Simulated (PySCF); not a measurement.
Bond stretch in SMILES CF (CH₃F). The C1–H5 bond (C1 also carries F, H, H; H5 carries nothing else) is varied alone, starting from the PBE0/def2-TZVP optimised geometry.

Computed with CCSD(T) on UHF/cc-pVDZ, 2 core orbitals frozen in PySCF.

Problem. Relative to R = 1.09 Å, what are the energies at R = 0.97, 1.19, 1.95, 2.67 Å?

Solution. 38.6 kJ/mol at 0.97 Å, 9.1 kJ/mol at 1.19 Å, 301.8 kJ/mol at 1.95 Å, 435.6 kJ/mol at 2.67 Å.

The unrestricted determinant behind UCCSD(T) is spin-contaminated at 1.66 to 3.84 Å (<S²> up to 1.0, against 0.00 for a pure singlet).
